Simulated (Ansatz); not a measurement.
Compare A (`C[SiH](F)C=N`) with its isomer B (`C=N[SiH](C)F`).

Calculated with Ansatz (gas phase, PBE0-D4/def2-TZVP geometries, no zero-point term in ΔE). CCSD(T)/CBS adds triple-zeta CCSD(T) − MP2 to the extrapolated MP2 energy (def2 sets, frozen cores). DFT in def2-TZVPP. B3LYP here is the variant with VWN-RPA as its local correlation; programs differ in this. Each species was taken in one conformer, which may not be the lowest.

Problem. Which isomer does CCSD(T)/CBS put lower? Give the gap. (Best estimate.)

Solution. Computed: B, by 14.8 kcal/mol.

Problem. Give E(B) − E(A) in kcal/mol with r2SCAN-D4, PBE-D4, B3LYP, HF/def2-TZVPP, CCSD(T)/def2-TZVPP, B3LYP-D4, PBE0-D4. (Estimate.)

Solution. The calculation gave: r2SCAN-D4 -14.9, PBE-D4 -13.3, B3LYP -15.3, HF/def2-TZVPP -17.8, CCSD(T)/def2-TZVPP -14.7, B3LYP-D4 -15.4, PBE0-D4 -14.2. None reverses the order clearly.

Largest T1 diagnostic: 0.012.

From PBE to PBE0 (25 % exact exchange), in def2-TZVPP and without D4, E(B) − E(A) moves by −0.9 kcal/mol. In def2-TZVPP, CCSD(T) changes the Hartree–Fock value by +3.2 kcal/mol (the triples alone add +0.4 kcal/mol) and MP2 by +2.0 kcal/mol.
